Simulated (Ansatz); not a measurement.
ClH₃NO₂V, SMILES `[NH]=[V]([OH])([OH])[Cl]`. The species carries charge 0 and has multiplicity 1. The geometry is a stationary point of PBE0-D4/def2-TZVP. It is one conformer, not always the lowest.

```xyz
8

N    -0.103   -1.308   -0.725
V    -0.006   -0.046    0.250
O     1.679    0.492    0.178
O    -1.094    1.222   -0.290
Cl   -0.529   -0.660    2.267
H    -0.127   -2.177   -1.241
H     1.843    1.334    0.621
H    -1.662    1.143   -1.060
```

Problem. What is the dipole moment at ωB97M-V/def2-TZVPP? (An estimate is asked.)

Solution. The calculation gave: 2.57 D, with components (-0.56, 0.24, -2.50) D in this frame, pointing from negative to positive charge.

Problem. And with PBE, r2SCAN, B3LYP? (Estimate.)

Solution. Computed: PBE 2.35 D, r2SCAN 2.43 D, B3LYP 2.42 D.

Problem. Give the Mulliken charges with ωB97M-V, PBE, B3LYP in def2-TZVPP. (Best estimate.)

Solution. The calculation gave: 
| atom | ωB97M-V | PBE | B3LYP |
| --- | --- | --- | --- |
| N1 | -0.49 | -0.52 | -0.55 |
| V2 | 1.00 | 0.94 | 1.11 |
| O3 | -0.39 | -0.37 | -0.41 |
| O4 | -0.41 | -0.39 | -0.44 |
| Cl5 | -0.25 | -0.26 | -0.29 |
| H6 | 0.15 | 0.19 | 0.18 |
| H7 | 0.18 | 0.19 | 0.19 |
| H8 | 0.21 | 0.22 | 0.22 |

B3LYP here is the variant with VWN-RPA as its local correlation; programs differ in this.
